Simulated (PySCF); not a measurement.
Telling isomers of C₇H₁₂NP apart by NMR

Equivalent nuclei averaged, isolated molecule, non-relativistic, one computed conformer. GFN2-xTB structure; σ from GIAO-PBE0/pcSseg-1; PySCF 2.14.

Scale: $^{1}$H (σref 31.72), $^{13}$C (σref 186.93) vs TMS (reference shieldings calculated alike). Splittings of carbon signals by F and P are missing where no couplings were computed. Where no couplings were computed, multiplicities follow the n + 1 count of equivalent neighbours, and m marks all less simple cases (inequivalent or close neighbours, rings, F or P nearby). Shifts are as computed. Against solution values, carbons near 30 ppm lie about +3 ppm off and those near 130 ppm about +5 ppm. Of 1211 compounds with measured shifts, 218 miss one by over three times the rms of a fit or turn the order of signals round; such compounds aren't used in these exercises. OH and NH positions are gas-phase values without hydrogen bonding to other molecules.

(1) Tabulate the signals of `CC(C)c1pccn1C`, `C=CC1=C[P@]1(=N)C(C)C`, `Cc1cn(C(C)C)cp1` and their relative energies.

(2) What is the quickest way to tell CC(C)c1pccn1C from Cc1cn(C(C)C)cp1?

(3) What is the quickest way to tell CC(C)c1pccn1C from C=CC1=C[P@]1(=N)C(C)C?

(4) What is the quickest way to tell C=CC1=C[P@]1(=N)C(C)C from Cc1cn(C(C)C)cp1?

Answers

(1) 
| SMILES | carbon types | δC | δH | E rel. (kcal/mol) |
| --- | --- | --- | --- | --- |
| CC(C)c1pccn1C | 1×C 3×CH 3×CH3 | 188.6, 134.0, 132.7, 37.0, 33.5, 32.5 | 7.24 (m, 1H), 7.03 (m, 1H), 3.84 (s, 3H), 2.91 (m, 1H), 1.46 (d, 6H) | 3.8 |
| C=CC1=C[P@]1(=N)C(C)C | 1×C 3×CH 1×CH2 2×CH3 | 186.8, 168.6, 136.6, 134.6, 43.2, 22.0, 19.8 | 9.11 (m, 1H), 6.82 (m, 1H), 6.13 (m, 1H), 6.11 (m, 1H), 1.71 (m, 3H), 1.64 (m, 3H), 1.36 (m, 1H), -0.70 (br s, 1H) | 70.8 |
| Cc1cn(C(C)C)cp1 | 1×C 3×CH 3×CH3 | 159.3, 154.0, 126.6, 58.0, 26.3, 18.7 | 7.85 (m, 1H), 7.22 (m, 1H), 4.05 (sept, 1H), 2.63 (m, 3H), 1.46 (d, 6H) | 0.0 |

Energies are electronic energies at PBE0/pcSseg-1 on these geometries, without zero-point or thermal terms, each for the one conformer computed, which needn't be the lowest.

(2) Both give the same number of carbon signals, with the same numbers of each carbon type, so the positions decide. The first has a substituted aromatic carbon next to a ring nitrogen (C) at 188.6 ppm, the second a substituted aromatic carbon (C) at 154.0 ppm. Their most deshielded carbons lie at 188.6 and 159.3 ppm. In the proton spectra the most deshielded non-exchanging signals are 7.24 (m, 1H) and 7.85 (m, 1H).

(3) Count the carbon signals: 6 against 7. The first has a methyl carbon bonded to N (CH3) at 37.0 ppm, the second a terminal =CH2 carbon at 136.6 ppm. Their most deshielded carbons lie at 188.6 and 186.8 ppm. In the proton spectra the most deshielded non-exchanging signals are 7.24 (m, 1H) and 9.11 (m, 1H).

(4) Count the carbon signals: 7 against 6. The first has a terminal =CH2 carbon at 136.6 ppm, the second a substituted aromatic carbon (C) at 154.0 ppm. Their most deshielded carbons lie at 186.8 and 159.3 ppm. In the proton spectra the most deshielded non-exchanging signals are 9.11 (m, 1H) and 7.85 (m, 1H).
